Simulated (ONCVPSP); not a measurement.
# Building the ONCV potential for Mo (Z = 42) (PBE, fully relativistic).

ONCVPSP 4.0.1 input, shortened (lines: element, Z, core and valence counts, functional; n l f; lmax; l rc ep ncon nbas qcut; lloc lpopt rc5 dvloc0; l nproj debl; icmod fcfact rcfact), PBE, fully relativistic:

```
  Mo 42.00    6    3        4      upf
    1    0    2.00
    2    0    2.00
    2    1    6.00
    3    0    2.00
    3    1    6.00
    3    2   10.00
    4    0    2.00
    4    1    6.00
    4    2    5.00
    2
    0    1.75    0.00    4    7    7.50
    1    1.75    0.00    3    7    9.00
    2    1.50    0.00    4    7    7.50
    4    5    1.20    4.00
    0    2    3.80
    1    1    1.40
    2    2    2.20
    3    5.00    1.05
```

Open shells are filled in proportion to 2j + 1.

All-electron outer shells of the reference configuration (PBE, scalar-relativistic, ld1.x):

```csv
shell,level (eV),outermost node (bohr),outermost maximum (bohr)
4s,-71.11,0.51,0.99
4p,-45.29,0.52,1.08
4d,-10.41,0.53,1.38
```

What the tests gave:

```
Cutoffs needed             : 22 Ha and 28 Ha (the cutoffs (Ha) at which the residual kinetic energy of the hardest occupied pseudo-wave falls to 1 and 0.1 mHa per electron)
Ghost test                 : no bound ghost flagged; GHOST(+) flagged for s at 269.0 eV, d3/2 at 527.8 eV
Largest excitation error   : -2.5 meV (all-electron minus pseudo) for 4s2 4p6 4d4 5s1, out of 4 test configurations
rms error of d²Exc/dni dnj : 8.36 mHa without and 6.63 mHa with the model core
```

Generation and tests took about 3.9 s on one core of a shared server CPU.
